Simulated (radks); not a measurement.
Species: Tc. Configuration: [Kr] 4d5 5s2.

All-electron calculation, scalar-relativistic Kohn-Sham, PBEsol, spin-polarised, spherical densities, finite nucleus; open shells are filled with parallel spins first (spin-orbit coupling, left out, can overturn this in heavy ions); Fermi nuclear charge, rms radius 4.4112 fm. Program: a radial shooting solver on a logarithmic mesh with Libxc functionals.

Energy parts (Ry):
part                        energy
total                  -8566.85393
kinetic                 8844.98848
electron-nucleus      -20651.76599
Hartree                 3492.13664
exchange-correlation    -252.21308

Orbitals (lengths in bohr, moments of r in powers of bohr; r(max) is where P^2 peaks):
| orbital | occ. | eigenvalue (Ry) | <r^2> | r(max) |
|---|---|---|---|---|
| 1s down | 1 | -1532.791 | 0.001588 | 0.02229 |
| 1s up | 1 | -1532.791 | 0.001588 | 0.02229 |
| 2s up | 1 | -218.6900 | 0.02640 | 0.1262 |
| 2s down | 1 | -218.6453 | 0.02640 | 0.1262 |
| 2p up | 3 | -195.7623 | 0.02078 | 0.1009 |
| 2p down | 3 | -195.7284 | 0.02077 | 0.1009 |
| 3s up | 1 | -38.05155 | 0.1980 | 0.3725 |
| 3s down | 1 | -38.02554 | 0.1979 | 0.3726 |
| 3p up | 3 | -30.52922 | 0.2020 | 0.3658 |
| 3p down | 3 | -30.50006 | 0.2018 | 0.3659 |
| 3d up | 5 | -18.34892 | 0.1914 | 0.3112 |
| 3d down | 5 | -18.30568 | 0.1910 | 0.3114 |
| 4s up | 1 | -5.46106 | 1.274 | 0.9506 |
| 4s down | 1 | -5.23606 | 1.260 | 0.9461 |
| 4p up | 3 | -3.41076 | 1.584 | 1.025 |
| 4p down | 3 | -3.16791 | 1.570 | 1.019 |
| 4d up | 5 | -0.57553 | 3.507 | 1.276 |
| 5s up | 1 | -0.41132 | 11.61 | 2.668 |
| 4d down | 0 | -0.33608 | 4.191 | 1.270 |
| 5s down | 1 | -0.31413 | 14.18 | 2.894 |

The highest occupied level is 5s down at -4.274 eV. The configuration is held as typed, so some empty levels lie below it. The spin density at the nucleus is 0.315 e/bohr^3 (1s -0.036, 2s -1.047, 3s 0.400, 4s -3.024, 5s 4.022). Summed over all electrons, <r^2> = 59.01 bohr^2, which gives a Langevin (diamagnetic) susceptibility term of -46.7 x 10^-6 cm^3/mol. The density falls to 0.001 e/bohr^3 at r = 4.75 bohr. The electron density at the nucleus is 1.021e+05 e/bohr^3 (large components only).
